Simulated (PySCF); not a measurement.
C4H4S2, SMILES C=C1SC=CS1.

Geometry: TPSSh-D3(BJ)/def2-SVP.

Two levels are set side by side: PBE/def2-TZVP (PySCF) and r2SCAN/def2-TZVP (PySCF). Same geometry, gas phase. Differences are taken from unrounded values.

| quantity | r2SCAN |
|---|---|
| orbital gap (eV) | 3.58 |
| highest occupied level (eV) | -4.72 |
| lowest empty level (eV) | -1.14 |
| dipole moment (D) | 1.36 |
| mean polarisability (bohr³) | 82.3 |

Q: What does PBE give, and how far is it from r2SCAN? (Estimate from the structure and the level; the computed values follow.)

A: 
| quantity | PBE | PBE minus r2SCAN |
|---|---|---|
| orbital gap (eV) | 3.25 | -0.33 |
| highest occupied level (eV) | -4.58 | 0.15 |
| lowest empty level (eV) | -1.33 | -0.19 |
| dipole moment (D) | 1.30 | -0.06 |
| mean polarisability (bohr³) | 83.3 | 1.0 |

Rough cost on one machine, each run with all the roots and properties that it gave: r2SCAN against PBE about 4 times.
